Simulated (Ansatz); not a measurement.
`Cl[Si](Cl)(Cl)[GeH3]` + NH₃ → `N[Si](Cl)(Cl)Cl` + GeH₄  (cleavage of the Si–Ge bond)

Calculated with Ansatz (gas phase, PBE0-D4/def2-TZVP geometries, no zero-point term in ΔE). CBS: MP2 limit from def2 TZ/QZ plus the TZ coupled-cluster correction, frozen cores. This one scheme is used for every species. Functionals use def2-TZVPP. For Ge outer-core shells are correlated without core-valence functions, which leaves a few kJ/mol of doubt a bond. Scalar relativity is left out up to krypton. Each species was taken in one conformer, which may not be the lowest.

`Cl[Si](Cl)(Cl)[GeH3]`:

Z-matrix (Å, degrees):
```
Si
Cl 1 2.043
Cl 1 2.043 2 108.2
Cl 1 2.043 2 108.2 3 116.9
Ge 1 2.371 2 110.7 3 -121.5
H 5 1.534 1 108.8 2 -180.0
H 5 1.534 1 108.8 2 -60.0
H 5 1.534 1 108.7 2 60.0
```

NH₃:

Z-matrix (Å, degrees):
```
N
H 1 1.013
H 1 1.013 2 107.1
H 1 1.013 2 107.1 3 -114.5
```

`N[Si](Cl)(Cl)Cl`:

```xyz
7

N    -0.016    0.982    0.543
Si   -0.062   -0.475   -0.297
Cl    1.611   -1.635   -0.132
Cl   -1.614   -1.574    0.419
Cl   -0.303   -0.064   -2.272
H     0.521    1.760    0.197
H    -0.137    1.005    1.543
```

GeH₄:

```xyz
5

Ge    0.000    0.000    0.000
H     0.579    1.418    0.083
H     1.141   -1.023    0.073
H    -0.753   -0.168   -1.326
H    -0.967   -0.227    1.170
```

```json
{"level": "ωB97X-V", "ΔE (kJ/mol)": "-53.3"}
{"level": "SCS-MP2/def2-TZVPP", "ΔE (kJ/mol)": "-56.0"}
```

(1) What does CCSD(T)/CBS give? (An estimate is asked.)

Largest T1 diagnostic among the species: 0.012.

Results:

(1) Computed: -48.5 kJ/mol. The listed levels differ from it by -4.8, -7.5 kJ/mol.

From r2SCAN to r2SCAN0 (25 % exact exchange), in def2-TZVPP and without D4, ΔE moves by −3.3 kJ/mol. Leaving LDA and LC-ωPBE aside and taking each functional with its dispersion term where it has one, the values, not all of them listed here, spread over 23.1 kJ/mol, from CAM-B3LYP-D4 to PBE-D4. LDA lies −11.3 kJ/mol from PBE without D4. At CCSD(T), def2-SVP lies −7.5 kJ/mol from the extrapolated value and def2-TZVPP −2.8 kJ/mol.
